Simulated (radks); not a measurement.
Problem. Coherent X-ray form factor from a spherical all-electron density. Calculated with a radial shooting solver on a logarithmic mesh with Libxc functionals: scalar-relativistic Kohn-Sham, r2SCAN, spin-unpolarised, spherical densities, finite nucleus; meta-GGA in the generalised Kohn-Sham scheme; Fermi nuclear charge, rms radius of each element as measured or else 0.836 A^(1/3) + 0.57 fm.

| sin(theta)/lambda (1/angstrom) | f0 (electrons) |
|---|---|
| 0.05 | 54.851 |
| 0.1 | 54.409 |
| 0.15 | 53.684 |
| 0.2 | 52.696 |
| 0.25 | 51.468 |
| 0.3 | 50.032 |
| 0.4 | 46.665 |
| 0.5 | 42.880 |
| 0.6 | 38.952 |
| 0.8 | 31.551 |
| 1 | 25.609 |
| 1.25 | 20.541 |
| 1.5 | 17.453 |
| 2 | 13.869 |

The species is in the configuration that NIST lists as its ground one. Which atom or ion scatters so?

Solution. The tungsten ion W19+, [Kr] 4d10 4f9. Extrapolating in s^2 from the first two rows gives f0(0) = 55.0, near the electron count 55; among species with that count, the fall with angle is slower the higher Z, and the table is that of Z = 74; from so few rows the species is fixed only to a neighbour or two.
